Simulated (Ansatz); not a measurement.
Total energies of Ti(OH)F3 (TiOF₃H) from Ansatz at PBE0-D4/def2-TZVP, gas phase (1 Eh = 27.2114 eV = 2625.5 kJ/mol). The reference geometry is relaxed at PBE-D4/def2-SVP.

| state | geometry | energy (Eh) |
| --- | --- | --- |
| charge 0 singlet | reference | -1224.70823 |
| charge 1 doublet | reference | -1224.23264 |
| free Ti atom (triplet) | – | -849.14317 |
| free O atom (triplet) | – | -75.01860 |
| free H atom (doublet) | – | -0.50104 |
| free F atom (doublet) | – | -99.67617 |

(1) Work out the vertical ionisation energy to the doublet.

(2) What is the binding energy per atom against free atoms?

(1) E(charge 1 doublet) − E(charge 0 singlet) = -1224.23264 − (-1224.70823) = 0.47559 Eh = 12.94 eV. For comparison, −ε of the highest occupied level is 10.56 eV at this level, 2.38 eV less.

(2) Atoms: 1 × (-849.14317) + 1 × (-75.01860) + 1 × (-0.50104) + 3 × (-99.67617) = -1223.69132 Eh. Binding: -1223.69132 − (-1224.70823) = 1.01691 Eh = 27.67 eV, or 4.61 eV for each of 6 atoms (no zero-point energy, no counterpoise term).
